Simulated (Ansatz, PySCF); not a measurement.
This triplet is an excited state, 1.73 eV above the relaxed singlet at the level B3LYP/cc-pVTZ // PBE0-D3(BJ)/def2-TZVP (Ansatz, a quantum-chemistry and plane-wave program).

Cartesian coordinates (Å):
SMILES: C=C[Si]O
```xyz
8

C     -1.2412     0.3587     0.0416
C     -0.5258    -0.6494    -0.4958
Si     1.2564    -0.8987    -0.2494
O      2.0571     0.1690     0.7244
H     -0.7877     1.1125     0.6753
H     -2.3076     0.4457    -0.1390
H     -1.0213    -1.3918    -1.1173
H      2.5701     0.8540     0.2903
```
Charge 0, spin multiplicity 3.

**Question.** What highest occupied spin orbital, dipole moment and total energy does PBE0-D3(BJ)/def2-TZVP in PySCF give?

**Answer.** 
The highest occupied spin orbital is -4.73 eV. The dipole moment comes out as 1.33 D and the total energy is -443.0328 Ha.
